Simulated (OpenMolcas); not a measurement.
Mn2+: effect of the metal basis

Mn2+ with its 6 nearest fluoride ions at 2.096 Å, on the Li site of LiF (a = 4.028 Å, distance in the model lattice 2.014 Å). The rest of the host is ab initio model potentials to 7.6 Å and point charges beyond; the distance is set by hand and nothing relaxes, and no local charge compensation is placed.

* Program: OpenMolcas 26.06
* Method: CASSCF
* Spin-orbit coupling: RASSI with atomic mean-field integrals over the reference wave functions

Fixed: ligand basis ANO-RCC-VDZP, active space 5 electrons in 5 orbitals (3d), DKH2 Hamiltonian.

States (labels of O, the rotations of Oh). Energies in cm-1 above the lowest state or level, χT in cm3 K/mol; 10Dq and B are least-squares fits to the states below 45000 cm-1, weighted by degeneracy, with a free offset, and given where the rms deviation is under 5 % of |10Dq| (or 100 cm-1) and under 700 cm-1.

| Run | Metal basis | Ground state | 10Dq | B (rms of fit) | First gap with spin-orbit (degeneracies) | χT at 300 K | First state of another spin | Cost |
| --- | --- | --- | --- | --- | --- | --- | --- | --- |
| A | ANO-RCC-VDZP | 6A1 | 9437 | 1077 (123) | 24290 (6, 2) | 4.386 | 4T1 24347 | roughly 40 core-seconds |
| B | ANO-RCC-VTZP | 6A1 | 9129 | 1082 (151) | 24809 (6, 2) | 4.386 | 4T1 24864 | roughly 50 core-seconds |

Against A, |10Dq| changes by -3.3 % in B.

Costs are those of the RASSCF and RASSI steps.

Without dynamic correlation the repulsion within the d shell is too large (B by tens of per cent), so at a given field states of lower spin stand too high. Ligand-to-metal charge-transfer states are missing. With no ligand orbital active B as a rule stays too high, so bands that hang on it stand too high and its fall with covalency is understated. With metal d orbitals alone and no dynamic correlation 10Dq can be off by a tenth to a fifth, either way, in oxide and fluoride hosts. No measured value stands beside these numbers; the geometry was set by hand and not optimised.
